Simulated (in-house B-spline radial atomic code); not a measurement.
The numbers below are computed, except where a source is named.
## Two electrons in Ge: a parabolic dot with ħω = 0.945 meV in all three directions

For Ge the NSM archive of the Ioffe Institute lists m_l = 1.6 m0, m_t = 0.08 m0 and ε = 16.2; the model takes one isotropic valley with the conductivity mass 3/(1/m_l + 2/m_t) = 0.117 m0, and so misses anisotropy and the other valleys. All triplets below are those of one valley; with several valleys two electrons can form a triplet in the 1s orbital itself, at an energy set by the valley splitting.

Effective-mass model with parabolic bands, a uniform dielectric constant, no image charges, no central-cell or spin-orbit terms. Two-electron levels come from full CI in B-splines with partial waves to l = 5 (up to 0.001 effective hartree above the limit).

What are the effective units, and what is the potential in them?

Ha* = 27211.386 meV × 0.117/16.2² = 12.13 meV and a* = 0.0529177 nm × 16.2/0.117 = 7.327 nm. The frequency is ω = 0.0779 Ha*. The one-electron levels are 3ω/2 = 0.1168 and 5ω/2 = 0.1947 Ha*.

In these units the lowest s and p orbitals lie at 0.116850 and 0.194750, and their Coulomb and exchange integrals are J_ss = 0.222694, J_sp = 0.185579 and K_sp = 0.03712. (For a parabolic well J_ss = √(2ω/π).) Full CI gives 0.406337 for the ground singlet, 0.445339 for the sp triplet, 0.484255 for the sp singlet and 0.523243 for the lowest triplet of two s orbitals.

What does it cost to add the second electron, to first order and exactly?

To first order E = 2ε_s + J_ss = 0.456394, so the charging energy E(2) − 2E(1) is J_ss = 2.702 meV. CI gives 0.406337 − 2 × (0.116850) = 0.172637, or 2.094 meV: relaxation and correlation lower it by 0.6073 meV, 22.5 % of J_ss. The s² configuration of one-electron orbitals holds 79.8 % of the state, and the mean radius is 35.9 nm.

How far above the singlet do the triplets lie?

To first order the sp triplet lies at ε_s + ε_p + J_sp − K_sp = 0.460063, which is 0.04451 meV above 2ε_s + J_ss. CI gives 0.445339 − (0.406337) = 0.039002, or 0.4731 meV, 50 % of the orbital spacing of 0.945 meV. The ss triplet lies 1.418 meV up, so the lower of the two is the sp one, and its gap equals k_BT at 5.49 K. The sp singlet-triplet splitting is 0.4721 meV, against 2K_sp = 0.9005 meV. The sp singlet lies ħω above the ground state (0.077917 against 0.0779), as Kohn's theorem demands for a parabolic well.
